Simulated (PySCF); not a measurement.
# How methods differ on the ionisation energy of Gd⁶³⁺

Gd⁶³⁺ 1s1 (2S) → Gd⁶⁴⁺ (bare nucleus), as a difference of total energies. Computed with PySCF 2.14 in an even-tempered Gaussian basis (17 s from 160 bohr⁻², ratio 2.2; 7 p from 240 bohr⁻², ratio 2.4; 4 d from 730 bohr⁻², ratio 2.4; 3 f from 1100 bohr⁻², ratio 2.4; 3 g from 1600 bohr⁻², ratio 2.4), with the spin-free X2C one-electron Hamiltonian (Gaussian nucleus). The calculations carry no spin-orbit coupling.

```json
{"method": "UHF", "ionisation energy (eV)": "59142.7", "difference from reference (eV)": "+77.2"}
{"method": "LDA", "ionisation energy (eV)": "59061.4", "difference from reference (eV)": "-4.1"}
{"method": "PBE", "ionisation energy (eV)": "59141.4", "difference from reference (eV)": "+75.9"}
{"method": "PBE0", "ionisation energy (eV)": "59141.7", "difference from reference (eV)": "+76.2"}
{"method": "r2SCAN", "ionisation energy (eV)": "59148.0", "difference from reference (eV)": "+82.5"}
{"method": "PW91", "ionisation energy (eV)": "59143.4", "difference from reference (eV)": "+77.9"}
```

Reference: 59065.54 ± 0.05 eV (theoretical estimate listed by NIST; NIST Atomic Spectra Database, ionization energies).

For one electron Hartree-Fock is exact for this Hamiltonian up to the basis; QED and nuclear recoil make up the gap, and the density functionals add self-interaction.
